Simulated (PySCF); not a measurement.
# Two-component Hartree-Fock for Br(8+) (bromine, charge +8)

Start: [Ar] 3d9; 3d3/2 filled at m_j = -3/2, -1/2, +1/2, +3/2; 3d5/2 filled at m_j = -3/2, -1/2, +1/2, +3/2, +5/2. Calculated with PySCF 2.14 in an even-tempered Gaussian basis (18 s from 0.43 bohr⁻², ratio 2.8; 13 p from 0.56 bohr⁻², ratio 2.8; 9 d from 0.56 bohr⁻², ratio 2.8; 4 f from 4 bohr⁻², ratio 3): generalised Hartree-Fock with the X2C-1e Hamiltonian and a Gaussian nucleus; spin-orbit coupling (SO) screened by Boettger's factors.

```csv
spinor shell,electrons,"ε, screened SO (eV)",weight of nominal j (screened SO),"rms radius, screened SO (bohr)"
1s1/2,2,-13711.3,1.000,0.0492
2s1/2,2,-1977.7,1.000,0.205
2p1/2,2,-1790.8,1.000,0.180
2p3/2,4,-1741.5,1.000,0.184
3s1/2,2,-420.78,1.000,0.581
3p1/2,2,-354.93,0.975,0.589
3p3/2,4,-345.07,0.987,0.599
3d3/2,4,-231.92,0.890,0.608
3d5/2,5,-229.59,0.912,0.612
```

```csv
quantity,screened SO
E (hartree),-2584.29497
M_J,5/2
⟨J²⟩,8.751
⟨L²⟩,6.004
⟨S²⟩,0.753
```

Each row is a mean over spinors that exchange with the open shell spreads, by up to 10.654 eV (3p3/2).

Rows whose weight is well below 1 are mixtures of j = l ± 1/2: exchange outweighs spin-orbit coupling there, and the label is only the starting occupation.
